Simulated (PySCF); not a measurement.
Polarisability and C₆ of Ga (gallium, neutral)

[Ar] 3d10 4s2 4p1, 2P determinant. Calculation: PySCF 2.14, in aug-cc-pVTZ-PP with ECP10MDF; a scalar-relativistic core potential. Coupled (time-dependent) response in atomic units; α is the mean over directions.

```json
{"method": "UHF", "mean α (bohr³)": "57.58", "α xx, yy, zz": "45.58, 81.60, 45.58", "C₆ (like pair)": "502.2", "S(−4)": "2005"}
{"method": "PBE", "mean α (bohr³)": "64.60", "α xx, yy, zz": "47.05, 99.71, 47.05", "C₆ (like pair)": "544.0", "S(−4)": "3467"}
{"method": "PBE0", "mean α (bohr³)": "59.90", "α xx, yy, zz": "45.24, 89.21, 45.24", "C₆ (like pair)": "506.1", "S(−4)": "2620"}
{"method": "r2SCANh", "mean α (bohr³)": "57.63", "α xx, yy, zz": "43.69, 85.52, 43.69", "C₆ (like pair)": "503.4", "S(−4)": "2125"}
{"method": "wB97X-V", "mean α (bohr³)": "56.08", "α xx, yy, zz": "43.67, 80.90, 43.67", "C₆ (like pair)": "472.4", "S(−4)": "2096"}
```

S(−4) is the Cauchy moment in α(ω) = α(0) + S(−4) ω² + …

Reference α: 50 ± 3 bohr³ (recommended; Schwerdtfeger and Nagle, table of static dipole polarizabilities (2023 update)). Published C₆: 498.0 (Chu and Dalgarno (2004); Tang, Norbeck and Certain (1976)).

Spin-orbit coupling is absent.

α(iu) at UHF:

```tsv
u (hartree)	α(iu) (bohr³)
0	57.58
0.0500	53.17
0.100	44.25
0.200	28.67
0.300	19.09
0.500	9.837
0.750	5.364
1.00	3.415
1.50	1.779
2.00	1.108
3.00	0.5529
5.00	0.2188
```

A single London oscillator, α(iu) = α/(1 + u²/ω²), gives C₆ = (3/4) ω α². Matching the computed C₆ needs ω = 4 × 502.2 / (3 × 57.58²) = 0.202 hartree.

The components differ because the open shell of this determinant is not spherical; for a pure term their mean is the scalar polarisability.

Energies and moments cover only the electrons outside the core potential.
